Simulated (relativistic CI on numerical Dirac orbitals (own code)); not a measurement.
**Charge states of krypton**

These numbers are calculated, not measured: Dirac-Coulomb-Breit CI, separate exchange-only KLI orbitals for each configuration, QED by a radiative potential, valence Slater integrals scaled by 0.9 (own radial code, finite nucleus).

Each species is treated in one configuration, given outside its closed core. Radial values are for the open shell of highest l, unscaled and averaged over j; ζ includes the Breit term. Labels give the leading LS character, summed over repeated terms.

| Ion | Configuration | Its lowest level | LS weight (%) | Next level | E (cm⁻¹) | F² (cm⁻¹) | F⁴ (cm⁻¹) | ζ (cm⁻¹) |
| --- | --- | --- | --- | --- | --- | --- | --- | --- |
| Kr | 3d10 4s2 4p6 | 1S_0 | 100 |  |  |  |  |  |
| Kr⁺ | 3d10 4s2 4p5 | 2P°_3/2 | 100 | 2P°_1/2 | 5410.5 |  |  | 3606 |
| Kr²⁺ | 3d10 4s2 4p4 | 3P_2 | 97 | 3P_1 | 4518.7 | 59550 |  | 4031 |
| Kr³⁺ | 3d10 4s2 4p3 | 4S°_3/2 | 98 | 2D°_3/2 | 19286 | 62530 |  | 4472 |
| Kr⁴⁺ | 3d10 4s2 4p2 | 3P_0 | 97 | 3P_1 | 3632.5 | 65220 |  | 4930 |
| Kr⁵⁺ | 3d10 4s2 4p | 2P°_1/2 | 100 | 2P°_3/2 | 8120 |  |  | 5402 |
| Kr⁶⁺ | 3d10 4s2 | 1S_0 | 100 |  |  |  |  |  |
| Kr⁷⁺ | 3d10 4s | 2S_1/2 | 100 |  |  |  |  |  |
| Kr⁸⁺ | 3d10 | 1S_0 | 100 |  |  |  |  |  |
| Kr⁹⁺ | 3d9 | 2D_5/2 | 100 | 2D_3/2 | 10276 |  |  | 4103 |
| Kr¹⁰⁺ | 3d8 | 3F_4 | 99 | 3F_3 | 9140.8 | 192800 | 122500 | 4330 |
| Kr¹¹⁺ | 3d7 | 4F_9/2 | 97 | 4F_7/2 | 7984.3 | 198900 | 126600 | 4567 |
| Kr¹²⁺ | 3d6 | 5D_4 | 97 | 5D_3 | 5760.1 | 204800 | 130600 | 4813 |
| Kr¹³⁺ | 3d5 | ? | ? | ? | ? | ? | ? | ? |
| Kr¹⁴⁺ | 3d4 | 5D_0 | 94 | 5D_1 | 2400.7 | 216400 | 138500 | 5335 |
| Kr¹⁵⁺ | 3d3 | 4F_3/2 | 97 | 4F_5/2 | 5839.2 | 222100 | 142400 | 5612 |
| Kr¹⁶⁺ | 3d2 | 3F_2 | 96 | 3F_3 | 10656 | 227700 | 146200 | 5900 |
| Kr¹⁷⁺ | 3d | 2D_3/2 | 100 | 2D_5/2 | 15550 |  |  | 6200 |
| Kr¹⁸⁺ | 3s2 3p6 | 1S_0 | 100 |  |  |  |  |  |
| Kr¹⁹⁺ | 3s2 3p5 | 2P°_3/2 | 100 | 2P°_1/2 | 88277 |  |  | 58740 |
| Kr²⁰⁺ | 3s2 3p4 | 3P_2 | 84 | 3P_0 | 48425 | 219400 |  | 60440 |
| Kr²¹⁺ | 3s2 3p3 | 4S°_3/2 | 69 | 2D°_3/2 | 78264 | 221900 |  | 62170 |
| Kr²²⁺ | 3s2 3p2 | 3P_0 | 86 | 3P_1 | 68892 | 224300 |  | 63930 |
| Kr²³⁺ | 3s2 3p | 2P°_1/2 | 100 | 2P°_3/2 | 98775 |  |  | 65710 |

Q: Fill in the row of Kr¹³⁺.

A: Its lowest level 6S_5/2; LS weight (%) 98; Next level 4G_5/2; E (cm⁻¹) 71088; F² (cm⁻¹) 210700; F⁴ (cm⁻¹) 134600; ζ (cm⁻¹) 5069.

With one configuration, terms of near-neutral atoms and ions can be 10 to 25 % off, and close levels can change places.

At low charge ζ of a weakly bound d or f electron comes out too small.
